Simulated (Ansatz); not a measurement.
```yaml
crystal:
  periodic: [false, false, false]
  atoms:
    - {symbol: N, position_ang: [-0.454910, -1.870421, 1.235072]}
    - {symbol: C, position_ang: [0.133414, -0.777160, 0.544467]}
    - {symbol: O, position_ang: [1.640270, -0.616042, 0.594795]}
    - {symbol: B, position_ang: [-0.700820, 0.465521, -0.401100]}
    - {symbol: N, position_ang: [0.131906, 1.577900, -1.076393]}
    - {symbol: H, position_ang: [-1.585045, -1.855258, 1.103520]}
    - {symbol: H, position_ang: [2.018338, -1.433517, 1.198820]}
    - {symbol: H, position_ang: [-2.034262, 0.431377, -0.521828]}
    - {symbol: H, position_ang: [-0.311969, 2.407194, -1.694994]}
    - {symbol: H, position_ang: [1.256038, 1.613175, -0.979109]}
basis:
  gaussian: {orbitals: x2c-TZVPPall, final_grid: {core_spheres: 20, valence_spheres: 16, degree: 47}}
total_charge: 1
magnetization: {spin_polarized: true, initial_magnetization: 9}
hamiltonian: {xc: {name: r2SCAN}}
```

```sh
$ ansatz run in.yaml --threads 2 --pin off --events-out ev --progress --plain --max-ram 4352MiB
```

Shortened log:

```
Functional definition: r2SCAN
1106 factors; their error is unknown
mean field evaluation 1: about -6773.5903 eV, gradient 5.6e1 eV
mean field evaluation 2: about -6714.1060 eV, gradient 1.1e2 eV
mean field evaluation 4: about -6787.2722 eV, gradient 1.9e1 eV
mean field evaluation 8: about -6789.6411 eV, gradient 2.4e0 eV
mean field evaluation 16: about -6789.6806 eV, gradient 8.6e-2 eV
mean field evaluation 32: about -6789.6806 eV, gradient 1.1e-4 eV
mean field -6789.68064453 eV, -249.5161614758 hartree, gradient 1.5e-5 eV, S^2 24.771995; 10 other end points of the search recorded, 0 dependent functions left out
reference -6789.68066283 eV, -249.5161621483 hartree; 23, 14 occupied and 202, 211 virtual orbitals, 1106 factors
Total energy: -6789.68066283 eV, -249.5161621483 hartree
Relativity: scalar
```

(1) What is wrong with this run?

## Answers

(1) The spin is set far too high for this molecule. Self-consistency was reached. The result belongs to that input, not to the molecule as meant.
